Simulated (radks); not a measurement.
The numbers below are computed, except where a source is named.
How relativity changes the ionisation of neutral iron ([Ar] 3d6 4s2) to Fe+ ([Ar] 3d6 4s1). Spin-unpolarised spherical Kohn-Sham, LDA (Slater exchange, Perdew-Wang correlation), point nucleus unless stated (finite: rms radius 3.7377 fm), a radial shooting solver on a logarithmic mesh with Libxc functionals. A level marked "c x" has the speed of light scaled by that factor and shares open shells by 2j + 1; other Dirac levels either fill j = l - 1/2 first or share by 2j + 1.

level                               E(Fe) (hartree)  E(Fe+) (hartree)  IE (eV)   HOMO  <r> HOMO (bohr)
non-rel.                                -1261.08296       -1260.75803    8.842     4s            2.999
scalar-rel.                             -1270.18908       -1269.85930    8.974     4s            2.964
scalar-rel., finite nucleus             -1270.18496       -1269.85518    8.974     4s            2.964
Dirac, 2j+1 shares                      -1270.21478       -1269.88499    8.974  4s1/2            2.964
Dirac, low j first                      -1270.22377       -1269.89412    8.970  4s1/2            2.965
Dirac, 2j+1 shares, finite nucleus      -1270.21065       -1269.88087    8.974  4s1/2            2.964
Dirac, c x 1.5                          -1265.10176       -1264.77471    8.900  4s1/2            2.984
Dirac, c x 3                            -1262.08181       -1261.75636    8.856  4s1/2            2.995
Dirac, c x 10                           -1261.17270       -1260.84772    8.843  4s1/2            2.999

NIST Atomic Spectra Database: 7.902 eV (measured). The relativistic part of the total energy of Fe is -9.128 hartree (Dirac, 2j+1 shares, finite nucleus), 0.72 % of the non-relativistic value. Spin polarisation and multiplet splitting of open shells are left out at every level.

Beside tabulated values, note that spin-unpolarised runs miss the spin-polarisation part of the exchange energy of open shells.
